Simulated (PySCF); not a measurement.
# K (potassium, neutral): UHF calculation

Configuration: [Ar] 4s1, 2S determinant. All numbers are calculated (PySCF 2.14, the spin-free X2C one-electron Hamiltonian (Gaussian nucleus), in dyall-av3z (25s18p5d2f, 118 functions)).

| Property | Result |
| --- | --- |
| Total energy | -601.464353 hartree |
| One-electron energy | -826.9208 hartree |
| Hartree (Coulomb) energy | 258.3343 hartree |
| Exchange energy | -32.8779 hartree |
| ⟨S²⟩ | 0.7502 |
| ⟨L²⟩ | 0.000 |
| Sum of ⟨r⟩ | 19.40 bohr |
| Sum of ⟨r²⟩ | 50.90 bohr² |
| Langevin diamagnetic susceptibility | -40.3 ×10⁻⁶ cm³/mol |

```tsv
shell	electrons	mean orbital energy (hartree)	rms radius, mean of both spins (bohr)
1s α	1	-134.13631	0.0937
1s β	1	-134.13518	0.0937
2s α	1	-14.60220	0.418
2s β	1	-14.60019	0.418
2p α	3	-11.52452	0.388
2p β	3	-11.52399	0.388
3s α	1	-1.76340	1.37
3s β	1	-1.75842	1.37
3p α	3	-0.95393	1.56
3p β	3	-0.95226	1.56
4s α	1	-0.14820	5.59
```

Densities and radii are taken from the X2C orbitals without a picture-change correction, which distorts them close to the nucleus.

Spin-orbit constants ζ (cm⁻¹) from the X2C one-electron operator on these orbitals: bare nucleus, nucleus screened by l(l+1)(2l+1)/3 electrons, and screened by the Breit-Pauli mean field of the electrons.

| shell | bare | screened nucleus | mean field |
| --- | --- | --- | --- |
| 2p | 16910 | 15130 | 14320 |
| 3p | 1439 | 1288 | 1206 |
